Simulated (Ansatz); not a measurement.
Abridged output of a molecular run in Ansatz:

```
Functional definition: HF
951 factors; integrals over basis functions are off by at most 7.2e-4 eV
mean field evaluation 1: about -76944.1547 eV, gradient 4.0e1 eV
mean field evaluation 2: about -76944.1967 eV, gradient 4.0e1 eV
mean field evaluation 4: about -76947.4827 eV, gradient 2.2e0 eV
mean field evaluation 8: about -76947.5175 eV, gradient 2.8e-1 eV
mean field -76947.51809565 eV, -2827.7691331141 hartree, gradient 5.8e-6 eV, S^2 0.000000; 0 other end points of the search recorded, 0 dependent functions left out
11 core orbitals not correlated: weight in the atoms' cores, before any rotation towards them, 1.000 or more for the frozen orbitals, at most 0.000 for the correlated occupied ones
reference -76947.51809565 eV, -2827.7691331141 hartree; 17, 17 occupied and 111, 111 virtual orbitals, 951 factors
second order -18.76719290 eV of doubles, -0.00000000 eV of singles
cycle   1  -18.90581636 eV  change   -1.4e-1 eV  update   6.7e-2
cycle   2  -19.22468663 eV  change   -3.2e-1 eV  update   1.8e-2
cycle   3  -19.27272667 eV  change   -4.8e-2 eV  update   9.1e-3
cycle   4  -19.26513264 eV  change    7.6e-3 eV  update   2.6e-3
cycle   5  -19.26557721 eV  change   -4.4e-4 eV  update   1.2e-3
cycle   6  -19.26566158 eV  change   -8.4e-5 eV  update   3.1e-4
cycle   7  -19.26547221 eV  change    1.9e-4 eV  update   1.1e-4
cycle   8  -19.26546973 eV  change    2.5e-6 eV  update   3.5e-5
perturbative correction -0.54160089 eV, -0.0199034656 hartree
Total energy: -76967.32516627 eV, -2828.4970295338 hartree
```

Its atoms:

Cartesian coordinates in Å:
```
N 0.951 -0.200 0.107
Mg -0.872 0.183 -0.098
Br -3.143 0.658 -0.354
H 1.546 0.115 0.858
H 1.518 -0.757 -0.514
```

Which basis set was used?
A. def2-SVPD
B. cc-pV(Q+d)Z
C. def2-QZVPP
D. def2-TZVPP

D. It gives 139 functions.

Write the keys of the input that set method, charge and spin (a neutral closed shell needs none for the last two).


```yaml
correlation: {method: ccsd_t}
```
